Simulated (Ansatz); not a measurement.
Spectroscopic constants of AlH-, multiplicity 4 (an upper state: multiplicity 2 came lower at CCSD(T)/def2-TZVPP on PBE0 minima).

Constants: fifth-degree fit in 1/R to seven points, most abundant isotopes. In def2 and cc sets the state is the lowest found near the PBE0 minimum, followed along R.

Run with Ansatz (Gaussian basis) for Hartree–Fock, density functionals and correlated methods. Each number belongs to the level named beside it.

Energies at PBE/def2-TZVPP:

```
R (Å)       E (hartree)
--------  -------------
1.503139  -242.79234742
1.543546  -242.79432381
1.580720  -242.79536808
1.622743  -242.79579529
1.664767  -242.79555305
1.713255  -242.79459338
1.769825  -242.79274547
```

Task: With a reduced mass of 0.9715 u, find the minimum, the force constant and the constants.

Result: A fifth-degree polynomial in 1/R puts the minimum at r_e = 1.6273 Å with force constant 162 N/m. Then ω_e = (1/2πc)√(k/μ) = 1680 cm⁻¹ and B_e = h/(8π²cμr_e²) = 6.553 cm⁻¹; the cubic and quartic terms give α_e = 0.22 and ω_e x_e = 38 cm⁻¹.

Ansatz is an electronic-structure program.
